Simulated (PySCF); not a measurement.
Sn(Me)(Vi)(NH2)2, SMILES [NH2][Sn]([CH]=C)([CH3])[NH2] (C₃H₁₀N₂Sn) (GFN2-xTB optimised geometry):

```
16

C     -2.181    -2.489    -2.270
C     -0.963    -2.359    -1.782
Sn    -0.438    -1.227     0.000
C     -1.081    -2.046     1.911
N      1.603    -1.227     0.000
N     -1.034     0.754     0.000
H     -3.042    -2.030    -1.811
H     -2.379    -3.068    -3.161
H     -0.131    -2.839    -2.275
H     -0.437    -2.875     2.177
H     -2.104    -2.397     1.854
H     -1.009    -1.277     2.671
H      1.990    -0.738     0.797
H      2.015    -0.794    -0.817
H     -0.873     1.227    -0.881
H     -2.015     0.882     0.211
```

Calculation: PBE0/def2-TZVP, def2 effective core potentials past Kr in PySCF.

Problem. What are the frontier orbital energies and the dipole moment?

Solution. HOMO-2 -7.80 eV, HOMO-1 -7.03 eV, HOMO -6.89 eV, LUMO -0.37 eV, LUMO+1 0.12 eV; dipole moment 1.44 D.

On the same geometry PBE/def2-TZVP, def2 effective core potentials past Kr in PySCF 2.14.0 gives HOMO-2 -6.65 eV, HOMO-1 -5.60 eV, HOMO -5.51 eV, LUMO -1.32 eV, LUMO+1 -0.78 eV; dipole moment 1.33 D.
